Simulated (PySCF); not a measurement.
# GeF: everyday levels beside a composite calculation

PySCF; the state is a doublet (π ↑). The composite is CCSD(T) extrapolated to the basis-set limit from two correlation-consistent sets, with core-valence (CV) and scalar-relativistic (SR) terms as its label shows; it has no spin–orbit coupling and nothing beyond (T). Here it is CCSD(T)/CBS(DT). It gives Re = 1.747 Å, ωe = 664 cm⁻¹ and De = 5.29 eV to Ge + F.

```
      level        basis     relativity  Re (Å)  ωe (cm⁻¹)  De (eV)
        UHF  aug-pcseg-1  no relativity   1.770        671     3.36
UHF-SCS-MP2   def2-TZVPP  no relativity   1.756        672     5.25
        LDA   def2-TZVPP  no relativity   1.750        669     6.50
        PBE   def2-TZVPP  no relativity   1.781        632     5.61
     r²SCAN   def2-TZVPP  no relativity   1.755        669     5.38
       PBE0  aug-pcseg-1  no relativity   1.793        641     5.16
      B97-3     def2-SVP  no relativity   1.767        675     5.16
      B97-3   def2-TZVPP  no relativity   1.766        655     5.26
      B97-3  def2-TZVPPD  no relativity   1.767        649     5.28
    ωB97M-V   def2-TZVPP  no relativity   1.759        668     5.35
```

Task: Give the difference of each row from the composite.

Result: 

```
      level        basis  ΔRe (pm)  Δωe (%)  ΔDe (eV)
        UHF  aug-pcseg-1      +2.3     +1.1     -1.93
UHF-SCS-MP2   def2-TZVPP      +0.9     +1.2     -0.04
        LDA   def2-TZVPP      +0.3     +0.8     +1.21
        PBE   def2-TZVPP      +3.4     -4.8     +0.32
     r²SCAN   def2-TZVPP      +0.8     +0.8     +0.09
       PBE0  aug-pcseg-1      +4.6     -3.5     -0.13
      B97-3     def2-SVP      +2.0     +1.7     -0.13
      B97-3   def2-TZVPP      +1.9     -1.4     -0.03
      B97-3  def2-TZVPPD      +2.0     -2.3     -0.01
    ωB97M-V   def2-TZVPP      +1.2     +0.6     +0.06
```

Task: Which rows come closest in De?

Result: B97-3 in def2-TZVPPD (-0.01 eV), counted from the composite.

Correlated steps freeze the inner cores (5 to 10 orbitals); shallow outer-core shells are correlated. Spin–orbit coupling is left out. Counting both spins, an empty level lies below a filled one in some of these solutions, because spin and occupation are held. The state was picked by a PBE0 search and need not be the measured ground state.
